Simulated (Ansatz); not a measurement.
Saddle search on SiH$_{5}$SBr, closed shell by partitioned rational-function steps on PBE0-D4/def2-TZVP gradients (Ansatz 0.2.0), from this start:

```xyz
8
angstrom
Si -0.2207 -0.1225 -0.8843
Br 2.1815 -0.4831 0.1757
H -0.1819 -1.5321 -1.3475
H 0.4554 0.9633 -1.6451
H -1.6732 0.2664 -1.0282
H 0.7023 -0.2932 1.6196
S -0.6939 -0.0717 1.5199
H -0.5695 1.2729 1.5899
```

| step | energy less the last (meV) | largest force (eV/Å) | curvature followed (eV/Å²) |
| --- | --- | --- | --- |
| 1 | 23.0 | 0.250 | -2.65 |
| 2 | 19.0 | 0.332 | -2.76 |
| 3 | 9.7 | 0.103 | -2.71 |
| 4 | 7.3 | 0.293 | -2.73 |
| 5 | 4.5 | 0.039 | -2.67 |
| 6 | 3.6 | 0.101 | -2.67 |
| 7 | 3.9 | 0.211 | -2.69 |
| 8 | 11.5 | 0.639 | -3.26 |
| 9 | 5.4 | 0.205 | -3.96 |
| 10 | 2.3 | 0.117 | -3.98 |
| 11 | 0.4 | 0.082 | -3.97 |
| 12 | 0.4 | 0.070 | -4.00 |
| 13 | 0.8 | 0.117 | -4.11 |
| 14 | 0.3 | 0.045 | -4.08 |
| 15 | 0.1 | 0.016 | -4.08 |
| 16 | 0.1 | 0.016 | -4.08 |
| 17 | 0.0 | 0.011 | -4.08 |
| 18 | 0.0 | 0.010 | -4.08 |

The search ended at:

Si1  (-0.217, -0.145, -0.848)
Br2  (2.205, -0.727, 0.108)
H3  (-0.198, -1.504, -1.419)
H4  (0.473, 1.010, -1.457)
H5  (-1.666, 0.249, -0.987)
H6  (0.793, -0.049, 1.618)
S7  (-0.588, -0.082, 1.466)
H8  (-0.802, 1.247, 1.520)
(Å)
